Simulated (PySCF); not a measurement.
NMR data simulated for an unnamed compound:

1H NMR (500 MHz, computed): δ 7.52 (m, 1H), 7.50 (m, 1H), 6.97 (t, 1H), 4.63 (m, 2H), 4.55 (m, 2H), 2.52 (t, 2H), 1.50 (m, 2H), 0.90 (t, 3H).

13C{1H} NMR (computed): δ 169.0 (C), 154.1 (CH), 153.5 (CH), 145.1 (CH), 52.1 (CH2), 24.4 (CH2), 14.3 (CH3).

Level of theory: GIAO PBE0/pcSseg-1 shieldings, geometry from GFN2-xTB, in PySCF 2.14.0 with density-fitted response routines (isolated molecule, one computed conformer, non-relativistic Hamiltonian, one averaged value for each set of equivalent atoms).

Chemical shifts δ = σref − σ; 1H (31.72 ppm), 13C (186.93 ppm) vs TMS, all at this level.

**Question.** Which of these does the molecule contain: an N-methyl group, a CH3CH2 unit, a non-aromatic C=C double bond, a tert-butyl group, an ester, a Si–H bond?

**Answer.** 
- An N-methyl group: no.
- A CH3CH2 unit: yes (δC 14.3, 24.4; δH 0.90 (t), 1.50 (m)).
- A non-aromatic C=C double bond: yes.
- A tert-butyl group: no.
- An ester: no.
- A Si–H bond: yes (δH 4.63 (m)).

The data belong to `InChI=1S/C7H14Si2/c1-2-3-7-6-8-4-5-9-7/h4-6H,2-3,8-9H2,1H3`; they needn't prove each group on their own.

Carbon signals by region: 1 in the far downfield region (above 160 ppm), 3 in the sp2 and nitrile region (100–160 ppm), 1 at 50–100 ppm, 2 below 50 ppm. Above 160 ppm: 169.0, fully substituted alkene carbon.

Shifts are as computed. Against solution values, carbons near 30 ppm lie about +3 ppm off and those near 130 ppm about +5 ppm. Of 1211 compounds with measured shifts, 218 miss one by over three times the rms of a fit or turn the order of signals round; such compounds aren't used in these exercises. Multiplicities follow the n + 1 count of equivalent neighbours, as no J values were calculated; m marks all less simple cases, F and P coupling included.
